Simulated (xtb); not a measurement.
norbornene (C$_{7}$H$_{10}$), singlet, geometry from GFN2-xTB; xtb 6.7.1 with GFN1-xTB with GBSA(chcl3).

The xtb input:
```
$ xtb mol.xyz --gfn 1 --gbsa chcl3 --json

# file mol.xyz
17

C      1.32272087     0.39661170    -0.60874745
C      0.65583113     1.35910106     0.01395122
C     -0.43951356     0.70426990     0.81546597
C     -1.46376090     0.19257323    -0.22539064
C     -0.68939898    -0.92502547    -0.94843992
C      0.68183838    -0.91412254    -0.23158024
C      0.24857962    -0.60772382     1.20556367
H      2.12640607     0.49233259    -1.31606908
H      0.78895133     2.42261564    -0.06724000
H     -0.87275457     1.30119303     1.61455339
H     -1.77485822     0.98803604    -0.90137047
H     -2.34972375    -0.19703434     0.27552267
H     -0.58178691    -0.73386547    -2.01538361
H     -1.17515213    -1.89223615    -0.82121665
H      1.28069447    -1.80677471    -0.39619861
H      1.09152160    -0.45950682     1.87923150
H     -0.43107726    -1.34886421     1.62323525
```

Output, abridged:

```
   ID    Z sym.   atoms
    1    6 C      1-7
    2    1 H      8-17

           -------------------------------------------------
          |                Calculation Setup                |
           -------------------------------------------------

           -------------------------------------------------
          |                 G F N 1 - x T B                 |
           -------------------------------------------------

      * Solvation model:               GBSA
        Solvent                        chcl3
        Parameter file                 internal GFN1-xTB/GBSA
        Dielectric constant                7.0000E+00
        Reference state                gsolv [1 M gas/solution]
        Free energy shift                  3.5459E-03 Eh       2.2251E+00 kcal/mol
        Temperature                        2.9815E+02 K
        Density                            1.4900E+00 kg/L
        Solvent mass                       1.1938E+02 g/mol
        Interaction kernel             Still
        Born radius scaling (c1)           1.4929E+00
        Born radii integrator          GBOBC
        Born offset                        6.4057E-02 a0       1.2105E-01 AA
        H-bond correction              false
        Ion screening                  false
        Surface tension                    1.0000E-05 Eh       1.5569E+01 dyn/cm
        Grid points                               230 per atom

          ...................................................
          :                      SETUP                      :
          :.................................................:
          :  # basis functions                  48          :
          :  # atomic orbitals                  48          :
          :  # shells                           34          :
          :  # electrons                        38          :
          :  # halogen bonds                     0          :
          :  max. iterations                   250          :
          :  Hamiltonian                  GFN1-xTB          :
          :  restarted?                      false          :
          :  GBSA solvation                   true          :
          :  PC potential                    false          :
          :  electronic temp.          300.0000000     K    :
          :  accuracy                    1.0000000          :
          :  -> integral cutoff          0.2500000E+02      :
          :  -> integral neglect         0.1000000E-07      :
[...]
         :: total energy             -20.183444217563 Eh    ::
[...]
    10H     0.02237  0.07957   0.978  0.000  0.000
    11H     0.02490  0.08076   0.975  0.000  0.000
    12H     0.02767  0.08307   0.972  0.000  0.000
    13H     0.02490  0.08076   0.975  0.000  0.000
    14H     0.02767  0.08307   0.972  0.000  0.000
    15H     0.02237  0.07957   0.978  0.000  0.000
    16H     0.02465  0.08108   0.975  0.000  0.000
    17H     0.02660  0.08309   0.973  0.000  0.000

Wiberg/Mayer (AO) data.
largest (>0.10) Wiberg bond orders for each atom

 ---------------------------------------------------------------------------
     #   Z sym  total        # sym  WBO       # sym  WBO       # sym  WBO
 ---------------------------------------------------------------------------
     1   6 C    3.992 --     2 C    1.920     6 C    1.013     8 H    0.975
     2   6 C    3.992 --     1 C    1.920     3 C    1.013     9 H    0.975
     3   6 C    3.996 --     2 C    1.013     7 C    0.991    10 H    0.976
                             4 C    0.970
     4   6 C    3.998 --     5 C    1.009    11 H    0.982    12 H    0.980
                             3 C    0.970
     5   6 C    3.998 --     4 C    1.009    13 H    0.982    14 H    0.980
                             6 C    0.970
     6   6 C    3.996 --     1 C    1.013     7 C    0.991    15 H    0.976
                             5 C    0.970
     7   6 C    3.998 --     6 C    0.991     3 C    0.991    17 H    0.980
                            16 H    0.979
     8   1 H    1.001 --     1 C    0.975
     9   1 H    1.001 --     2 C    0.975
    10   1 H    1.005 --     3 C    0.976
    11   1 H    1.009 --     4 C    0.982
    12   1 H    1.007 --     4 C    0.980
    13   1 H    1.009 --     5 C    0.982
    14   1 H    1.007 --     5 C    0.980
    15   1 H    1.005 --     6 C    0.976
    16   1 H    1.008 --     7 C    0.979
    17   1 H    1.002 --     7 C    0.980
 ---------------------------------------------------------------------------

Topologies differ in total number of bonds
Writing topology from bond orders to xtbtopo.mol

 dipole moment from electron density (au)
     X       Y       Z
  -0.1572  -0.1024  -0.0101  total (Debye):    0.477

           -------------------------------------------------
          | TOTAL ENERGY              -20.183444217563 Eh   |
          | GRADIENT NORM               0.011945737120 Eh/α |
          | HOMO-LUMO GAP               5.000960059470 eV   |
           -------------------------------------------------

normal termination of xtb
```
